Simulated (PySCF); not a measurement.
Compound: PhCH2CH2F, C8H9F.
Bonds: F1–C2, C2–C3, C3–C4, C4–C5 (aromatic), C5–C6 (aromatic), C6–C7 (aromatic), C7–C8 (aromatic), C8–C9 (aromatic), C4–C9 (aromatic). Hydrogens: H10, H11 on C2; H12, H13 on C3; H14 on C5; H15 on C6; H16 on C7; H17 on C8; H18 on C9.

The geometry is computed with GFN2-xTB (gas phase).

Q: List the bond lengths, angles and torsions at this level.

A: 
| bond | length (pm) |
| --- | --- |
| F1–C2 | 137.4 |
| C2–C3 | 152.7 |
| C3–C4 | 150.3 |
| C4–C5, C4–C9 | 138.9 |
| C5–C6, C8–C9 | 138.4 |
| C6–C7, C7–C8 | 138.4 |
| C2–H10, C2–H11 | 109.5 |
| C3–H12, C3–H13 | 109.2 |
| C5–H14, C9–H18 | 108.1 |
| C6–H15, C8–H17 | 108.0 |
| C7–H16 | 108.0 |

Bonds in one row agree within 1 pm and their mean is given. A selection of angles:
| angle | degrees |
| --- | --- |
| F1–C2–C3 | 110.4 |
| F1–C2–H10 | 106.8 |
| C3–C2–H10 | 111.4 |
| H10–C2–H11 | 109.9 |
| C2–C3–C4 | 109.8 |
| C2–C3–H12 | 108.7 |
| C4–C3–H12 | 110.6 |
| H12–C3–H13 | 108.4 |
| C3–C4–C5 | 120.5 |
| C5–C4–C9 | 118.9 |
| C4–C5–C6 | 120.6 |
| C4–C5–H14 | 119.6 |
| C6–C5–H14 | 119.8 |
| C5–C6–C7 | 120.1 |
| C5–C6–H15 | 119.8 |
| C7–C6–H15 | 120.1 |
| C6–C7–C8 | 119.7 |
| C6–C7–H16 | 120.1 |

Torsions: F1–C2–C3–C4 180° (antiperiplanar); C2–C3–C4–C5 89° (synclinal).

The 6-membered ring C4–C5–C6–C7–C8–C9 has internal angles of 118.9° to 120.6° (sum 720°, against 720° for a flat polygon); it is planar, 0.00 Å rms from its mean plane, widest ring torsion 0°. Of the pairs four or more bonds apart, H13···H14 is among the closest relative to their van der Waals radii: 2.46 Å, 102 % of the sum of Bondi's values. The 8 C–C bonds span 1.384 Å (C5–C6, aromatic) to 1.527 Å (C2–C3, drawn single), a spread of 0.143 Å.

Point group: Cs (every atom within 0.08 Å of its image). No GFN2-xTB frequencies stand behind this structure, so it isn't proved a minimum. The numbers are those of one conformer.
